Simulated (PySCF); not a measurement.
Ta(O)(NH2)3 (H₆N₃OTa), SMILES [NH2][Ta]([NH2])([NH2])=[O], multiplicity 1.

Coordinates come from a B3LYP-D3(BJ)/def2-SVP optimisation. The multiplicity is an assumed one; no other spin state was optimised. The structure was generated by enumeration; whether it is a known compound was not checked. The def2 effective core potentials stand for the cores of Ta; spin–orbit coupling is left out. The values are those of a single conformer.

These are B3LYP-D3(BJ)/def2-SVP in PySCF values and carry that method's errors.

Frequencies are harmonic and unscaled.

Modes within 1.5 cm⁻¹ of each other (mostly degenerate sets) share a row, with their intensities summed.

```tsv
mode	ν (cm⁻¹)	IR (km/mol)	moving atoms (share of kinetic energy)
1	163	0.4	N 51 %, H 37 %, Ta 11 %
2–3	173	4.4	N 52 %, H 26 %, O 16 %
4–5	194	3.8	N 35 %, O 30 %, H 29 %
6	210	10.6	H 91 %
7–8	331	24.6	H 81 %, O 16 %
9	452	30.3	H 81 %, N 19 %
10–11	482	459.3	H 75 %, N 24 %
12–13	563	5.2	H 77 %, N 21 %
14	582	18.1	H 75 %, N 24 %
15–16	654	288.6	N 70 %, H 16 %, Ta 13 %
17	668	37.3	N 80 %, H 17 %
18	983	148.5	O 90 %, Ta 9 %
19–20	1517	89.6	H 90 %, N 10 %
21	1521	6.9	H 90 %, N 10 %
22–23	3536	164.8	H 96 %
24	3540	7.2	H 96 %
25–27	3623	80.2	H 92 %, N 8 %
```
